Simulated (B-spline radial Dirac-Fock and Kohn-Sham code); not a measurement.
The Lα1 (L3-M5) line from Ba to Hf

Level of theory: Dirac-Fock energy differences between relaxed states, corrected for Breit and QED terms; a radial B-spline solver. Free neutral atoms. Electron correlation is not included.

| Z | element | energy (eV) | wavelength (Å) |
| --- | --- | --- | --- |
| 56 | Ba | 4466.7 | 2.7757 |
| 57 | La | 4650.5 | 2.6660 |
| 58 | Ce | 4839.5 | 2.5619 |
| 59 | Pr | 5033.6 | 2.4631 |
| 60 | Nd | 5230.4 | 2.3704 |
| 61 | Pm | 5431.2 | 2.2828 |
| 62 | Sm | 5635.9 | 2.1999 |
| 63 | Eu | 5844.5 | 2.1214 |
| 64 | Gd | 6056.0 | 2.0473 |
| 65 | Tb | 6273.6 | 1.9763 |
| 66 | Dy | 6494.1 | 1.9092 |
| 67 | Ho | 6718.5 | 1.8454 |
| 68 | Er | 6946.9 | 1.7847 |
| 69 | Tm | 7179.3 | 1.7270 |
| 70 | Yb | 7415.7 | 1.6719 |
| 71 | Lu | 7655.1 | 1.6196 |
| 72 | Hf | 7898.4 | 1.5697 |

Question: How well does Moseley's law, √E linear in Z, describe these energies?

Answer: A straight-line fit gives √(E/eV) = 1.3782·(Z − 7.52). The slope squared is 0.1396 Ry, against 0.1389 Ry for a hydrogen-like ion. The residuals, fit less computed, are Ba -3.0, La -0.8, Ce +0.1, Pr -0.3, Nd +0.3, Pm +0.8, Sm +1.2, Eu +1.4, Gd +2.5, Tb +1.4, Dy +1.2, Ho +0.8, Er +0.2, Tm -0.5, Yb -1.5, Lu -1.7, Hf -1.9 eV.
